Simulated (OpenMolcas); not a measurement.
Cu3+, Ag3+, Au3+: d8 down the group

```
Program             : OpenMolcas 26.06
Method              : XMS-CASPT2, IPEA 0.25 Eh, imaginary shift 0.1 Eh
Basis               : ANO-RCC-VTZP
Scalar Hamiltonian  : DKH2, point nucleus
Spin-orbit coupling : state interaction with AMFI integrals over the reference wave functions, term energies averaged over their components
```

Active space for each ion: 8 electrons in 5 orbitals (d); closed shells correlated by CASPT2: Cu3+ 3s 3p; Ag3+ 4s 4p; Au3+ 5s 5p.

Computed levels in cm-1 above 3F4:

```csv
Level,Cu3+,Ag3+,Au3+
3F3,1823,3980,12510
3P2,19940,12040,18880
3P1,20310,16100,22670
3P0,20640,16350,19280
1G4,27370,21030,26550
1S0,62520,48320,56150
weight of 3F in the lowest level (%),100,99,95
```

Mixed levels, with the weight of the term that names them: Ag3+ 3P2 (56 %), Au3+ 3P2 (51 %).

Measured, with the error of the calculation in %. Measured levels: Cu3+ from Sugar and Musgrove, J. Phys. Chem. Ref. Data 19, 527 (1990); Ag3+ from the list in Gamrath, thesis, University of Mons (2023); Au3+ from Zainab et al., Astrophys. J. Suppl. Ser. 267, 12 (2023).

```json
{"Level": "3F3", "Cu3+": "1861 (-2.1)", "Ag3+": "4172 (-4.5)", "Au3+": "12294 (+1.7)"}
{"Level": "3P2", "Cu3+": "19697 (+1.3)", "Ag3+": "11872 (+1.4)", "Au3+": ""}
{"Level": "3P1", "Cu3+": "20097 (+1.1)", "Ag3+": "15900 (+1.2)", "Au3+": "21490 (+5.5)"}
{"Level": "3P0", "Cu3+": "20423 (+1.1)", "Ag3+": "16092 (+1.6)", "Au3+": "18185 (+6.0)"}
{"Level": "1G4", "Cu3+": "26913 (+1.7)", "Ag3+": "20570 (+2.3)", "Au3+": "25702 (+3.3)"}
{"Level": "1S0", "Cu3+": "61456 (+1.7)", "Ag3+": "47139 (+2.5)", "Au3+": "55278 (+1.6)"}
```

The fine-structure level 3F3 changes by a factor of 6.86 from Cu3+ to Au3+.

Without spin-orbit coupling 3P lies 18490, 12110, 10160 cm-1 above 3F in that order; the difference to the level 3P2, of either sign, comes from spin-orbit coupling, which also lowers the zero.

CASPT2 does not keep the components of a term degenerate, so their means are used; among the terms shown or strongly mixed into the levels shown the widest spread is 1100 cm-1 (3d8 3F, Cu3+). Computed and measured levels are paired by configuration, term and J; levels that our copy of the source lacks, or whose pairing is in doubt (as where it misses far off the trend of its configuration), stay unpaired and out of the deviations. Only configurations of the active space appear.
